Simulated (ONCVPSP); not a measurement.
# An odd input for ONCVPSP 4.0.1 (Cu)

Command:

```bash
oncvpsp.x < Cu.dat > Cu.out
```

Input:

```
# ATOM AND REFERENCE CONFIGURATION
# atsym  z   nc   nv     iexc    psfile
  Cu 29.00    4    3  -102130      upf
#
#   n    l    f
    1    0    2.00
    2    0    2.00
    2    1    6.00
    3    0    2.00
    3    1    6.00
    3    2   10.00
    4    1    1.00
#
# PSEUDOPOTENTIAL AND OPTIMIZATION
# lmax
    2
#
#   l,   rc,      ep,       ncon, nbas, qcut
    0    1.55    0.10    3    7    3.30
    1    1.50    0.00    5    9    7.60
    2    1.20    0.00    4    8   14.40
#
# LOCAL POTENTIAL
# lloc, lpopt,  rc(5),   dvloc0
    4    5    0.90    2.00
#
# VANDERBILT-KLEINMAN-BYLANDER PROJECTORs
# l, nproj, debl
    0    2    1.20
    1    2    3.40
    2    2    3.40
#
# MODEL CORE CHARGE
# icmod, fcfact, rcfact
    3    0.00    0.00
#
# LOG DERIVATIVE ANALYSIS
# epsh1, epsh2, depsh
   -4.00    5.00    0.02
#
# OUTPUT GRID
# rlmax, drl
    6.00    0.01
#
# TEST CONFIGURATIONS
# ncnf
    4
# nvcnf
#   n    l    f
    4
    3    1    6.00
    3    2   10.00
    4    1    0.00
    4    0    1.00
#
    3
    3    1    6.00
    3    2   10.00
    4    1    0.00
#
    3
    3    1    6.00
    3    2    9.00
    4    1    0.00
#
    4
    3    1    5.00
    3    2   10.00
    4    1    0.00
    4    0    1.00
#
```

This is an input that runs to its end, with one change: model core set to icmod 3, fcfact 0.00, rcfact 0.00. The unchanged file is no sound one. Note: ghosts flagged at negative energy: s at -29.0 eV, s at -4.5 eV; no localised positive-energy state flagged. A true bound ghost makes a file unfit for plane-wave use.

**Question.** How does the run end?

**Answer.** The program refuses the input: "test_data: must have fcfact>0.0 for icmod= 1 or 3".

```
ONCVPSP  (Optimized Norm-Conservinng Vanderbilt PSeudopotential)
scalar-relativistic version 4.0.1

test_data: must have fcfact>0.0 for icmod= 1 or 3
test_data: must have rcfact>0.0 for icmod= 3
ERROR: test_data found   2 ERROR; stopping
```
